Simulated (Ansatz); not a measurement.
`[F][Ge][O][SiH3]` + H₂ → `[F][GeH]` + `O[SiH3]` at 400 K and 1 bar (hydrogenolysis of a Ge–O bond).

Gas-phase electronic energies from Ansatz, PBE0-D4/def2-TZVP geometries. CCSD(T)/CBS adds triple-zeta CCSD(T) − MP2 to the extrapolated MP2 energy (def2 sets, frozen cores). This one scheme is used for every species. For Ge outer-core shells are correlated without core-valence functions, which leaves a few kJ/mol of doubt a bond. Scalar relativity is left out up to krypton. One conformer a species, not always the lowest.

```csv
species,CCSD(T)/CBS energy (Eh),H − E (kJ/mol),S (J/(mol·K))
`[F][Ge][O][SiH3]`,-2542.06230,110.7,372.4
H₂,-1.17544,38.0,139.0
`[F][GeH]`,-2176.50038,34.5,264.7
`O[SiH3]`,-366.69042,120.0,276.4
```

H − E and S are ideal-gas, rigid-rotor, harmonic terms from PBE0-D4/def2-TZVP, for one conformer and one mirror image of each species. The MP2-based limit puts H₂ 0.8 mEh under its directly extrapolated value; such offsets cancel only in part. 1 Eh = 2625.50 kJ/mol, R = 8.31446 J/(mol·K).

Task: By hand: ΔE, ΔH, ΔS and ΔG.

Result: ΔE = (-2176.50038) + (-366.69042) − (-2542.06230) − (-1.17544) = 0.04694 Eh = 123.2 kJ/mol. Δ(H − E) = 34.5 + 120.0 − 110.7 − 38.0 = 5.8, so ΔH = 129.0 kJ/mol. ΔS = 264.7 + 276.4 − 372.4 − 139.0 = 29.7 J/(mol·K). ΔG = 129.0 − 400 × (29.7)/1000 = 117.1 kJ/mol.

Task: By hand: the equilibrium constant, and the temperature at which ΔG would vanish if ΔH and ΔS stayed fixed.

Result: log₁₀ K = −ΔG/(RT ln 10) = -15.3. ΔG = 0 at ΔH/ΔS = 4343 K, far beyond where these terms or the molecules hold.

ΔH outweighs TΔS. A doubt of 5 kJ/mol in ΔE shifts log₁₀ K by 0.7 here. Other conformers and mirror images would add mixing entropy, several J/(mol·K) or more a flexible species. These are equilibria of isolated gas molecules and say nothing of rates. Largest T1 diagnostic: 0.015 (customary marks: 0.02 for closed shells, 0.045 for open ones).
